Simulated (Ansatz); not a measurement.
```yaml
crystal:
  periodic: [false, false, false]
  atoms:
    - {symbol: Tl, position_ang: [-1.361392, -1.118066, -0.108382]}
    - {symbol: Tl, position_ang: [1.315811, 0.573030, 1.027364]}
    - {symbol: F, position_ang: [0.045580, 0.545036, -0.918992]}
basis:
  gaussian: {orbitals: def2-SVP}
magnetization: {spin_polarized: true, initial_magnetization: 1}
hamiltonian: {xc: {name: BLYP}, dispersion: d3bj}
scf: {omitted_lower_state_checks: [starts]}
output: {forces: true}
```

```sh
$ ansatz run in.yaml --threads 4 --pin off --events-out ev --progress --plain --max-ram 3916MiB
```

Shortened log:

```
Functional definition: BLYP
732 factors; their error is unknown
mean field evaluation 1: about -12100.6638 eV, gradient 3.2e1 eV
mean field evaluation 2: about -11879.0739 eV, gradient 1.7e2 eV
mean field evaluation 4: about -12104.1773 eV, gradient 4.8e0 eV
mean field evaluation 8: about -12104.3434 eV, gradient 1.9e-2 eV
mean field evaluation 16: about -12104.3329 eV, gradient 4.2e-5 eV
mean field -12104.33293939 eV, -444.8260309111 hartree, gradient 1.2e-5 eV, S^2 0.750696; 0 other end points of the search recorded, 0 dependent functions left out
reference -12104.33321588 eV, -444.8260410720 hartree; 26, 25 occupied and 40, 41 virtual orbitals, 732 factors
Total energy: -12104.48589073 eV, -444.8316517690 hartree
Atom 0 at    -1.361392    -1.118066    -0.108382 Å, force    -0.324642    -0.247864    -0.059932 eV/Å
Atom 1 at     1.315811     0.573030     1.027364 Å, force     0.317084     0.157493     0.212307 eV/Å
Atom 2 at     0.045580     0.545036    -0.918992 Å, force     0.007558     0.090371    -0.152375 eV/Å
Dipole moment:    -0.015777    -0.188661     0.318103 e Å
Checks for a lower state left out: starts
```

Run time 0.8 s (4 threads of Arm Neoverse V2 on a shared host).

In the def2 sets Tl takes a core potential; there is no spin–orbit coupling.
